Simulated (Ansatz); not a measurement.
Start from `O/C=C\I` and change one atom or group (the configuration at the double bond changes too) to get `[SiH3]/C=C/I`.

Ansatz, PBE0-D4/def2-TZVP geometries, multiplicity 1. Each molecule was computed in one conformer, which needn't be the lowest.

Elements past krypton have def2 core potentials.  Spin–orbit coupling is left out; it splits and shifts lone-pair levels of the heavy atoms by tenths of an eV.

```json
{"property": "LUMO energy (PBE/def2-TZVPP) / eV", "`O/C=C\\I`": "-1.60"}
{"property": "HOMO–LUMO gap (PBE0/def2-TZVPP) / eV", "`O/C=C\\I`": "6.01"}
{"property": "LUMO energy (B3LYP/def2-TZVPP) / eV", "`O/C=C\\I`": "-0.93"}
{"property": "HOMO energy (ωB97M-V/def2-TZVPP) / eV", "`O/C=C\\I`": "-8.81"}
{"property": "size of the dipole moment (ωB97M-V/def2-TZVPP) / D", "`O/C=C\\I`": "0.60"}
{"property": "HOMO–LUMO gap (ωB97M-V/def2-TZVPP) / eV", "`O/C=C\\I`": "10.11"}
```

(1) What does the change do to each property? (An estimate is asked.)

Answers

(1) Ansatz gave: 
```
                                          property  `[SiH3]/C=C/I`  shift
                 LUMO energy (PBE/def2-TZVPP) / eV           -1.86  -0.26
              HOMO–LUMO gap (PBE0/def2-TZVPP) / eV            6.27   0.26
               LUMO energy (B3LYP/def2-TZVPP) / eV           -1.10  -0.17
             HOMO energy (ωB97M-V/def2-TZVPP) / eV           -9.27  -0.46
size of the dipole moment (ωB97M-V/def2-TZVPP) / D            0.76   0.16
           HOMO–LUMO gap (ωB97M-V/def2-TZVPP) / eV           10.44   0.33
```

With PBE0 the HOMO falls by 0.50 eV and the LUMO falls by 0.25 eV, so the gap widens by about 0.25 eV. PBE moves the HOMO by -0.58 eV and ωB97M-V by -0.46 eV. Dipoles are sizes alone; their direction can turn.

B3LYP here is the variant with VWN-RPA as its local correlation; programs differ in this.
